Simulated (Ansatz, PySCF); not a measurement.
Species: CH$_{2}$NO, charge 0, multiplicity 2. SMILES: [NH]C=O
Geometry: optimised at B3LYP-D3(BJ)/def2-TZVP (Ansatz, an electronic-structure program).

Wanted: size of the dipole moment, in D. Conventions: 6-311+G** with 5d; dispersion terms only where a functional's name holds one; non-relativistic; open shells spin-unrestricted; LANL2DZ all-electron up to Ne; no spin-orbit coupling. First-principles rows: single points at B3LYP-D3(BJ) geometries (Ansatz).

```
level             program  size of the dipole moment (D)
----------------  -------  -----------------------------
PBE/3-21G          Ansatz                           2.90
PBE/LANL2DZ        Ansatz                           3.45
B3LYP/3-21G        Ansatz                           3.02
B3LYP/def2-SVP     Ansatz                           3.05
B3LYP/cc-pVDZ      Ansatz                           2.94
M06-2X/6-311+G**    PySCF                           3.38
```

No value to compare with is used here. The 6 habitual levels span 2.90 (PBE/3-21G) to 3.45 D (PBE/LANL2DZ).

The levels are drawn from those run, B3LYP/6-31G* more often than the rest, none by its result; runs whose electronic state is in doubt are left out.
